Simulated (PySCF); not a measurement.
**How methods differ on the excitation energy of As²⁺**

As²⁺ [Ar] 3d10 4s2 4p1 (2P) → As²⁺ [Ar] 3d10 4s1 4p2 (4P), as a difference of total energies. Calculation: PySCF 2.14, in dyall-av2z (16s12p8d, 92 functions); the non-relativistic Hamiltonian (point nucleus). Correlated levels: valence: [Ar] 3d10 frozen; virtual orbitals above 40 to 60 times the deepest correlated orbital energy dropped. The calculations carry no spin-orbit coupling.

```csv
method,excitation energy (eV)
UHF,6.045
LDA,8.374
PBE,8.130
PBE0,7.728
r2SCAN,7.399
HSE06,7.807
M06-2X,7.921
revPBE,7.953
r2SCAN0,7.253
MP2 (valence),6.827
SCS-MP2 (valence),7.106
```

Task: How much does correlation contribute at MP2 (valence)?

Result: 6.827 − (6.045) = 0.782 eV, measured against UHF.

A first-order spin-orbit estimate (lowest level to lowest level, LS coupling) adds 0.023 eV.
